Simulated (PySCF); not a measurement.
**Fe⁸⁺ (iron, charge +8): UHF calculation**

Configuration: [Ar], closed-shell 1S. Calculation: PySCF 2.14, in an uncontracted even-tempered set (18 s from 0.4 bohr⁻², ratio 2.5; 12 p from 0.52 bohr⁻², ratio 2.5; 5 d from 4.4 bohr⁻², ratio 2.7; 4 f from 6.5 bohr⁻², ratio 2.7); no relativity, point nucleus.

- Total energy: -1242.142046 hartree
- One-electron energy: -1592.9201 hartree
- Hartree (Coulomb) energy: 399.8872 hartree
- Exchange energy: -49.1092 hartree
- Kinetic energy: 1242.14847 hartree
- ⟨S²⟩: 0.0000
- ⟨L²⟩: 0.000
- Sum of ⟨r⟩: 8.166 bohr
- Sum of ⟨r²⟩: 5.936 bohr²
- Density at the nucleus (Gaussians lack the cusp): 11800 bohr⁻³

```tsv
shell	electrons	mean orbital energy (hartree)	rms radius, mean of both spins (bohr)
1s	2	-268.08846	0.0685
2s	2	-38.82165	0.291
2p	6	-34.28549	0.260
3s	2	-10.14062	0.804
3p	6	-8.59159	0.822
```

Spin-orbit constants ζ (cm⁻¹) from the X2C one-electron operator on these orbitals (non-relativistic here): bare nucleus, nucleus screened by l(l+1)(2l+1)/3 electrons, and screened by the Breit-Pauli mean field of the electrons.

```json
{"shell": "2p", "bare": "68310", "screened nucleus": "63060", "mean field": "60580"}
{"shell": "3p", "bare": "10280", "screened nucleus": "9491", "mean field": "9083"}
```
